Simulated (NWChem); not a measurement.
Molecule: GeSiNH₇; SMILES [NH2][GeH2][SiH3]

```xyz
10

N      1.1812    -1.5092     0.1107
Ge    -0.3854    -0.5408    -0.0227
Si     0.2090     1.7682     0.0115
H      1.0386    -2.5156     0.1593
H      1.8417    -1.3241    -0.6404
H     -1.2288    -0.8541    -1.2901
H     -1.2336    -0.9212     1.2069
H     -1.0067     2.6170    -0.1847
H      1.1737     2.0629    -1.0938
H      0.8479     2.1287     1.3129
```
Atoms are numbered in this order, from 1.

Level: PBE0/def2-SVP (NWChem), optimised geometry, unscaled harmonic frequencies. 

### Question
List the harmonic frequencies with IR intensities, and the thermochemistry.

### Answer
```csv
frequency (cm⁻¹),IR intensity (km/mol)
89,0.2
129,0.0
182,32.3
356,1.0
362,25.6
499,55.8
532,69.5
578,71.6
663,50.2
708,23.9
748,201.0
857,228.8
893,26.2
929,14.4
936,39.1
938,53.7
1555,18.5
2077,172.9
2148,107.2
2220,62.8
2231,97.0
2240,89.4
3562,13.1
3660,18.0
```

```json
{
 "zero_point_energy": "41.6 kcal/mol",
 "thermal correction to the enthalpy at 298.15 K (with zero-point energy)": "46.4 kcal/mol",
 "heat capacity Cv": "23.3 cal/(mol K)",
 "entropy at 298.15 K and 1 atm (symmetry number 1)": "80.7 cal/(mol K)",
 "dipole_moment": "1.24 D"
}
```

Rigid rotor and harmonic oscillator; modes under 100 cm⁻¹ make the entropy uncertain.
